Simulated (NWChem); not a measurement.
The numbers come from NWChem runs, not from measurements. System: HGe (+1), charge 1, spin multiplicity 1, at a geometry optimised with PBE0/def2-SVP. The structure started from a generated list of species. Level: constrained PBE0/def2-SVP.

The NWChem input:

```
start mol
memory heap 200 mb stack 900 mb global 1100 mb
charge 1
geometry units angstroms nocenter noautoz noautosym
  Ge     0.000000     0.000000     0.048235
  H      0.000000     0.000000    -1.543507
end
basis spherical
  * library def2-svp
end
dft
  xc pbe0
  semidirect memsize 60000000 filesize 0
  iterations 100
  convergence nolevelshifting
  cdft 1 1 charge 1.0 pop lowdin
end
task dft energy
```

Part of the output:

```
             Northwest Computational Chemistry Package (NWChem) 7.3.0
             --------------------------------------------------------

                                NWChem Input Module
                                -------------------

 Scaling coordinates for geometry "geometry" by  1.889725989
 (inverse scale =  0.529177249)

                             Geometry "geometry" -> ""
                             -------------------------

 Output coordinates in angstroms (scale by  1.889725989 to convert to a.u.)

  No.       Tag          Charge          X              Y              Z
 ---- ---------------- ---------- -------------- -------------- --------------
    1 Ge                  32.0000     0.00000000     0.00000000     0.04823500
    2 H                    1.0000     0.00000000     0.00000000    -1.54350700

 Effective nuclear repulsion energy (a.u.)      10.6384526940

            Nuclear Dipole moment (a.u.)
            ----------------------------
        X                 Y               Z
 ---------------- ---------------- ----------------
     0.0000000000     0.0000000000     0.0000245664


 Summary of "ao basis" -> "" (spherical)
 ------------------------------------------------------------------------------
       Tag                 Description            Shells   Functions and Types
 ---------------- ------------------------------  ------  ---------------------
 *                          def2-svp                  on all atoms

                                 NWChem DFT Module
                                 -----------------

 Summary of "ao basis" -> "ao basis" (spherical)
 ------------------------------------------------------------------------------
       Tag                 Description            Shells   Functions and Types
 ---------------- ------------------------------  ------  ---------------------
 Ge                         def2-svp                12       32   5s4p3d
 H                          def2-svp                 3        5   2s1p

 Summary of "ao basis" -> "ao basis" (spherical)
 ------------------------------------------------------------------------------
       Tag                 Description            Shells   Functions and Types
 ---------------- ------------------------------  ------  ---------------------
 Ge                         def2-svp                12       32   5s4p3d
 H                          def2-svp                 3        5   2s1p

            General Information
            -------------------
          SCF calculation type: DFT
          Wavefunction type:  closed shell.
          No. of atoms     :     2
          No. of electrons :    32
           Alpha electrons :    16
            Beta electrons :    16
          Charge           :     1
          Spin multiplicity:     1
          Use of symmetry is: off; symmetry adaption is: off
          Maximum number of iterations: 100
          AO basis - number of functions:    37
                     number of shells:    15
          Convergence on energy requested:  1.00D-06
          Convergence on density requested:  1.00D-05
          Convergence on gradient requested:  5.00D-04

              XC Information
              --------------
                         PBE0 Method XC Functional
                     Hartree-Fock (Exact) Exchange  0.250
          PerdewBurkeErnzerhof Exchange Functional  0.750
            Perdew 1991 LDA Correlation Functional  1.000 local
           PerdewBurkeErnz. Correlation Functional  1.000 non-local
[...]
      1       -0.0180670114
      iter =    5
 d= 0,ls=0.0,diis     4  -2076.7126363287 -7.47D-05  1.71D-04  4.37D-05     0.7
 CDFT multipliers:
      1       -0.0192400429
      iter =    2
 d= 0,ls=0.0,diis     5  -2076.7126420281 -5.70D-06  1.80D-05  2.90D-07     0.8
 CDFT multipliers:
      1       -0.0191496733
      iter =    2
 d= 0,ls=0.0,diis     6  -2076.7126420540 -2.59D-08  1.99D-06  3.34D-09     0.8
  CDFT final multipliers
      1       -0.0191601541

         Total DFT energy =    -2076.712642054291
      One electron energy =    -2904.957189772847
           Coulomb energy =      896.450399417572
    Exchange-Corr. energy =      -78.844304392978
 Nuclear repulsion energy =       10.638452693961

 Numeric. integr. density =       31.999991999608

     Total iterative time =      0.6s

                       DFT Final Molecular Orbital Analysis
                       ------------------------------------

 Vector   14  Occ=2.000000D+00  E=-1.588386D+00
              MO Center=  7.5D-11, -7.4D-11,  4.6D-02, r^2= 1.9D-01
   Bfn.  Coefficient  Atom+Function         Bfn.  Coefficient  Atom+Function
  ----- ------------  ---------------      ----- ------------  ---------------
    20      0.841975  1 Ge d  0              25      0.279563  1 Ge d  0
    30      0.034013  1 Ge d  0

 Vector   15  Occ=2.000000D+00  E=-8.090465D-01
              MO Center=  2.1D-09, -1.7D-09, -3.6D-01, r^2= 1.4D+00
   Bfn.  Coefficient  Atom+Function         Bfn.  Coefficient  Atom+Function
  ----- ------------  ---------------      ----- ------------  ---------------
     4      0.881428  1 Ge s                  3     -0.503596  1 Ge s
    33      0.212024  2 H  s                  5      0.122146  1 Ge s
     2      0.106457  1 Ge s                 14     -0.102089  1 Ge pz
    11      0.056396  1 Ge pz                 1     -0.038009  1 Ge s
    17     -0.037146  1 Ge pz                34      0.034149  2 H  s

 Vector   16  Occ=2.000000D+00  E=-5.683947D-01
              MO Center= -1.2D-09, -2.4D-09, -2.5D-01, r^2= 2.2D+00
   Bfn.  Coefficient  Atom+Function         Bfn.  Coefficient  Atom+Function
  ----- ------------  ---------------      ----- ------------  ---------------
    14      0.433020  1 Ge pz                 4      0.418806  1 Ge s
    33     -0.359804  2 H  s                 17      0.261178  1 Ge pz
    11     -0.226520  1 Ge pz                 3     -0.219632  1 Ge s
    34     -0.178685  2 H  s                  5      0.137512  1 Ge s
     8      0.073360  1 Ge pz                30     -0.065016  1 Ge d  0

 Vector   17  Occ=0.000000D+00  E=-3.954943D-01
              MO Center= -9.5D-10, -1.8D-10,  1.8D-02, r^2= 2.3D+00
   Bfn.  Coefficient  Atom+Function         Bfn.  Coefficient  Atom+Function
  ----- ------------  ---------------      ----- ------------  ---------------
    12      0.424550  1 Ge px                15      0.404466  1 Ge px
    13      0.400190  1 Ge py                16      0.381258  1 Ge py
     9     -0.214684  1 Ge px                10     -0.202366  1 Ge py
     6      0.069195  1 Ge px                 7      0.065225  1 Ge py

 Vector   18  Occ=0.000000D+00  E=-3.954943D-01
              MO Center= -4.8D-09,  5.5D-09,  1.8D-02, r^2= 2.3D+00
   Bfn.  Coefficient  Atom+Function         Bfn.  Coefficient  Atom+Function
  ----- ------------  ---------------      ----- ------------  ---------------
    13     -0.424550  1 Ge py                16     -0.404466  1 Ge py
    12      0.400190  1 Ge px                15      0.381258  1 Ge px
    10      0.214684  1 Ge py                 9     -0.202366  1 Ge px
     7     -0.069195  1 Ge py                 6      0.065225  1 Ge px

 Vector   19  Occ=0.000000D+00  E=-1.915512D-01
              MO Center= -3.9D-09,  1.6D-09, -2.9D-01, r^2= 3.5D+00
   Bfn.  Coefficient  Atom+Function         Bfn.  Coefficient  Atom+Function
  ----- ------------  ---------------      ----- ------------  ---------------
    34      1.249749  2 H  s                 17      1.029604  1 Ge pz
     4     -0.495120  1 Ge s                  5     -0.405996  1 Ge s
    14      0.375874  1 Ge pz                33      0.329772  2 H  s
     3      0.185861  1 Ge s                 11     -0.177404  1 Ge pz
    30      0.135122  1 Ge d  0              20     -0.101672  1 Ge d  0

     ---------------------------------------------
      Total Density - Mulliken Population Analysis
     ---------------------------------------------

    Atom       Charge   Shell Charges
 -----------   ------   -------------------------------------------------------
    1 Ge  32    31.09   2.00  2.00  2.00  1.70  0.26  6.00  5.97  0.70  0.43  8.10  1.81  0.13
    2 H    1     0.91   0.68  0.22  0.01

     -------------------------------------------
      Total Density - Lowdin Population Analysis
     -------------------------------------------

    Atom       Charge   Shell Charges
 -----------   ------   -------------------------------------------------------
    1 Ge  32    31.00   2.00  2.00  1.98  1.28  0.58  5.99  5.79  0.81  0.52  7.81  2.03  0.21
    2 H    1     1.00   0.59  0.37  0.03

 center of mass
 --------------
 x =   0.00000000 y =   0.00000000 z =   0.05069311

 moments of inertia (a.u.)
 ------------------
           8.995952064763           0.000000000000           0.000000000000
           0.000000000000           8.995952064763           0.000000000000
           0.000000000000           0.000000000000           0.000000000000

     Multipole analysis of the density
     ---------------------------------

     L   x y z        total         alpha         beta         nuclear
     -   - - -        -----         -----         ----         -------
     0   0 0 0      1.000000    -16.000000    -16.000000     33.000000

     1   1 0 0     -0.000000     -0.000000     -0.000000      0.000000
     1   0 1 0      0.000000      0.000000      0.000000      0.000000
     1   0 0 1     -0.219792     -0.109908     -0.109908      0.000025

     2   2 0 0     -9.134976     -4.567488     -4.567488      0.000000
     2   1 1 0      0.000000      0.000000      0.000000      0.000000
     2   1 0 1      0.000000      0.000000      0.000000      0.000000
     2   0 2 0     -9.134976     -4.567488     -4.567488      0.000000
     2   0 1 1      0.000000      0.000000      0.000000      0.000000
     2   0 0 2    -11.622769    -10.198197    -10.198197      8.773625

 Task  times  cpu:        0.8s     wall:        0.8s

 Total times  cpu:        0.9s     wall:        0.9s
```
